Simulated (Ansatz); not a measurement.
A structure drawn as `NC1(F)C=C[SiH2]1`, with this starting geometry:

```xyz
12

N     0.534    1.619   -0.643
C     0.568    0.340    0.139
F     1.650    0.362    0.928
C     0.432   -0.881   -0.835
C    -0.733   -1.458   -0.285
Si   -0.995   -0.254    1.078
H     1.281    1.653   -1.301
H     0.602    2.374   -0.041
H     0.964   -1.156   -1.722
H    -1.297   -2.338   -0.623
H    -0.796   -0.841    2.407
H    -2.211    0.580    0.897
```

Charge 0, multiplicity 1.

Task: Does it keep its bonds when Ansatz relaxes it at PBE-D4/def2-SVP and then PBE0-D4/def2-TZVP?

Result: Yes, every drawn bond is still there and no new one forms.

Task: Give the relaxed structure. (Estimate.)

Result: The calculation gave: 
```xyz
12

N    -0.217   -1.686   -0.497
C    -0.120   -0.565    0.344
F    -0.299   -0.915    1.706
C    -1.068    0.559   -0.010
C    -0.332    1.636   -0.320
Si    1.257    0.745    0.034
H    -1.115   -2.149   -0.424
H     0.521   -2.358   -0.337
H    -2.154    0.459   -0.002
H    -0.706    2.598   -0.644
H     2.023    1.170    1.234
H     2.210    0.505   -1.085
```
All modes are real.

Atoms count as bonded under 1.1 times the sum of their covalent radii (H–H under 0.85 Å, pairs among N, O and F under 1.55 Å), and a drawn bond as lost past 1.3 times.
